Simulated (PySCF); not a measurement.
H2MgSe, SMILES [MgH][SeH].

Geometry optimised at PBE-D3(BJ)/def2-TZVP.

Vertical ionisation energy (IE) and electron affinity (EA) in eV. Rows of orbital energies are one-electron estimates. Where ΔSCF, EOM or ADC give a negative EA the extra electron is unbound and the value depends on the basis.

```
level                                            IE    EA
---------------------------------------------  ----  ----
−ε(HOMO), −ε(LUMO), M06-2X/def2-TZVPD (PySCF)  7.88  0.68
−ε(HOMO), −ε(LUMO), PBE0/def2-TZVPD (PySCF)     ___   ___
```

### Question
Complete the blanks. (Estimate from the structure and the level; the computed values follow.)

### Answer

- −ε(HOMO), −ε(LUMO), PBE0/def2-TZVPD (PySCF), IE: 6.79
- −ε(HOMO), −ε(LUMO), PBE0/def2-TZVPD (PySCF), EA: 1.03
